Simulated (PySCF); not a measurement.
Br₅W, SMILES [Br][W+]([Br])([Br])([Br])[Br], charge +1, multiplicity 1.

Geometry: B3LYP-D3(BJ)/def2-SVP. The spin state was assumed, not searched. The def2 effective core potentials stand for the cores of W; spin–orbit coupling is left out.

These are B3LYP-D3(BJ)/def2-SVP run with PySCF 2.14.0 values and carry that method's errors.

Frequencies are harmonic and unscaled.

Modes within 1.5 cm⁻¹ of each other (mostly degenerate sets) share a row, with their intensities summed.

Computed harmonic wavenumbers and intensities:
```json
[
 {"mode": "1–2", "ν (cm⁻¹)": "33", "IR (km/mol)": "4.3", "moving atoms (share of kinetic energy)": "Br 100 %"},
 {"mode": "3–4", "ν (cm⁻¹)": "103", "IR (km/mol)": "2.3", "moving atoms (share of kinetic energy)": "Br 70 %, W 30 %"},
 {"mode": "5", "ν (cm⁻¹)": "130", "IR (km/mol)": "4.0", "moving atoms (share of kinetic energy)": "Br 74 %, W 26 %"},
 {"mode": "6–7", "ν (cm⁻¹)": "133", "IR (km/mol)": "0.0", "moving atoms (share of kinetic energy)": "Br 100 %"},
 {"mode": "8", "ν (cm⁻¹)": "209", "IR (km/mol)": "0.0", "moving atoms (share of kinetic energy)": "Br 100 %"},
 {"mode": "9", "ν (cm⁻¹)": "260", "IR (km/mol)": "0.0", "moving atoms (share of kinetic energy)": "Br 100 %"},
 {"mode": "10", "ν (cm⁻¹)": "269", "IR (km/mol)": "72.0", "moving atoms (share of kinetic energy)": "Br 58 %, W 42 %"},
 {"mode": "11–12", "ν (cm⁻¹)": "290", "IR (km/mol)": "77.9", "moving atoms (share of kinetic energy)": "Br 62 %, W 38 %"}
]
```
